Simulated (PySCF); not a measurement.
# Polarisability and C₆ of B⁻ (boron, charge -1)

[He] 2s2 2p2, high-spin 3P determinant. Calculation: PySCF 2.14, in aug-cc-pVTZ (5s4p3d2f, 46 functions); no relativity, point nucleus. Coupled (time-dependent) response in atomic units; α is the mean over directions.

| method | mean α (bohr³) | α xx, yy, zz | C₆ (like pair) | S(−4) |
| --- | --- | --- | --- | --- |
| UHF | 107.4 | 51.86, 135.1, 135.1 | 1092 | 12060 |
| wB97X | 100.6 | 54.41, 123.6, 123.6 | 1039 | 9430 |

S(−4) is the Cauchy moment in α(ω) = α(0) + S(−4) ω² + …

α(iu) at wB97X:

```csv
u (hartree),α(iu) (bohr³)
0,100.6
0.0500,83.54
0.100,61.50
0.200,35.66
0.300,22.33
0.500,10.65
0.750,5.457
1.00,3.312
1.50,1.606
2.00,0.9526
3.00,0.4519
5.00,0.1749
```

For an ion, C₆ is the dispersion term alone; charge-induced terms of lower order in 1/R come first.

The components differ because the open shell of this determinant is not spherical; for a pure term their mean is the scalar polarisability.
